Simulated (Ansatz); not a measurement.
Program: Ansatz. Geometries: PBE0-D4/def2-TZVP. ΔE: electronic, gas phase. CCSD(T)/CBS adds triple-zeta CCSD(T) − MP2 to the extrapolated MP2 energy (def2 sets, frozen cores). Functionals use def2-TZVPP. Each species was taken in one conformer, which may not be the lowest.

Consider the formal exchange of groups at the Si–Si bond: `[NH2][AlH][SiH2][SiH2]Cl` + `OCS` → `[NH2][AlH][SiH2]S` + `OC[SiH2]Cl`.

| level | ΔE (kJ/mol) |
| --- | --- |
| PBE | -66.6 |
| CCSD/CBS(def2) | -76.6 |

(1) What does CCSD(T)/CBS give? (Estimate.)

Largest T1 diagnostic among the species: 0.013.

Answers

(1) Computed: -74.7 kJ/mol. The listed levels differ from it by 8.1, -1.9 kJ/mol.

The D4 term adds +3.8 kJ/mol with B3LYP and +2.4 kJ/mol with PBE0; it sums over pairs of atoms, weighted by their polarisabilities, and B3LYP, whose exchange is more repulsive, gets the larger term. In def2-TZVPP, CCSD(T) changes the Hartree–Fock value by +10.6 kJ/mol (the triples alone add +1.8 kJ/mol) and MP2 by +3.8 kJ/mol. From PBE to PBE0 (25 % exact exchange), in def2-TZVPP and without D4, ΔE moves by −3.4 kJ/mol.

B3LYP here is the variant with VWN-RPA as its local correlation; programs differ in this.
